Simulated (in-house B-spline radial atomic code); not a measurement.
## Ionising the thulium ion Tm³⁺ with different functionals

Computed with an all-electron radial atomic-structure program (B-spline basis): scalar-relativistic (spin-free X2C) Hamiltonian, Fermi nucleus of rms radius 5.2256 fm, spin-polarised at highest spin, spherical fractional occupations for the functionals, and exact exchange of hybrids averaged over the configuration. The ionisation energy is the difference of two self-consistent energies, [Xe] 4f12 → [Xe] 4f11, without Breit or QED terms; ε is the level of the shell that loses the electron (its least bound occupied spin orbital). There is no spin-orbit coupling in this Hamiltonian.

| method | rung | ΔSCF (eV) | -ε(4f) (eV) |
| --- | --- | --- | --- |
| PBE0 | global hybrid | 43.96 | 37.96 |
| B3LYP | global hybrid | 44.18 | 37.38 |
| TPSSh | global hybrid | ? | ? |
| BHandHLYP | global hybrid | 42.87 | 40.93 |
| r2SCAN0 | global hybrid | 43.66 | 37.69 |
| B97-1 | global hybrid | 44.07 | 37.42 |
| HSE06 | range-separated hybrid | ? | ? |
| wB97X | range-separated hybrid | 43.93 | 40.15 |
| CAM-B3LYP | range-separated hybrid | 44.09 | 39.34 |
| LC-wPBE | range-separated hybrid | 44.51 | 40.17 |

(1) What does TPSSh give?

(2) What does HSE06 give?

(3) Among the functionals, which spreads more, the ΔSCF values or the orbital energies?

(4) How do they compare with the NIST value?

Results:

(1) ΔSCF 44.25 eV, and -ε(4f) = 35.85 eV.

(2) ΔSCF 43.89 eV, and -ε(4f) = 37.47 eV.

(3) The orbital energies: ΔSCF values span about 1.63 eV and the orbital energies 5.08 eV.

(4) NIST lists 42.41 eV ± 0.04 (semi-empirical, ground level to ground level). Errors run from +0.46 to +2.10 eV; BHandHLYP is closest (+0.46 eV), but part of that can be cancellation, since the calculations leave out spin-orbit coupling, Breit-QED terms, multiplet and fine-structure energies.
